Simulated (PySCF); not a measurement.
Computed shifts of a molecule C3H4ClFSi, PBE0/pcSseg-1 run with PySCF, GIAO, gas phase, atoms alike by connectivity averaged where their shifts nearly agree, in ppm (number of nuclei): ¹³C: 110.7 (1), 87.9 (1), 81.9 (1). ²⁹Si: -25.8 (1). ¹⁹F: -295.9 (1). ¹H: 5.67 (1), 5.12 (1), 5.00 (1), 3.20 (1). References: ¹³C against TMS (σ = 186.3 ppm); ²⁹Si against TMS (σ = 352.7 ppm); ³⁵Cl against HCl (σ = 945.9 ppm); ¹⁹F against CFCl3 (σ = 167.2 ppm); ¹H against TMS (σ = 31.56 ppm), references at their B3LYP-D3(BJ)/def2-TZVP geometries, non-relativistic (without spin–orbit terms, shifts of atoms bonded to Cl or Br come out too high). Geometry optimised at PBE-D3(BJ)/def2-SVP. One conformer was computed; it need not be the lowest.

**Question.** Which structure fits?
A. F[Si@H]1C=C(Cl)C1
B. F[SiH2]C=C=CCl
C. F[Si@H]1CC=C1Cl
D. C#C[Si@H](Cl)CF

**Answer.** D, C#C[Si@H](Cl)CF
